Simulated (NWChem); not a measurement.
**Basis-set convergence for CH₃FSi**

```xyz
6

Si     0.0729    -0.6822     0.0000
F      1.3303     0.3833     0.0000
C     -1.3511     0.5843     0.0000
H     -2.3467     0.1116     0.0000
H     -1.2703     1.2421    -0.8861
H     -1.2703     1.2421     0.8861
```
Charge 0, spin multiplicity 1.

All runs are NWChem calculations. Structure: optimised with B3LYP/def2-SVP, a minimum by its harmonic frequencies.

Quantity: first vertical ionisation energy at the level G0W0@PBE0.

GW and range-separated runs recompute their integrals, the others keep them in memory, which bears on the times. The structure started from a generated list of species.

The cost column gives rough processor time relative to def2-SVPD; each entry includes its own SCF.

| basis | functions | first vertical ionisation energy (eV) | relative cost |
|---|---|---|---|
| def2-SVPD | 91 | 8.65 | 1 |
| def2-TZVP | 117 | 8.93 | under 3 |
| def2-TZVPP | 146 | 8.98 | 5 |
| def2-TZVPD | 147 | 8.92 | 6 |

Smallest basis within 0.1 eV of def2-TZVPD, the largest set run: def2-TZVP, with 117 functions against 147 (also within reach: def2-TZVPP). def2-TZVPD isn't the basis-set limit itself, and a small set can land close by cancellation.
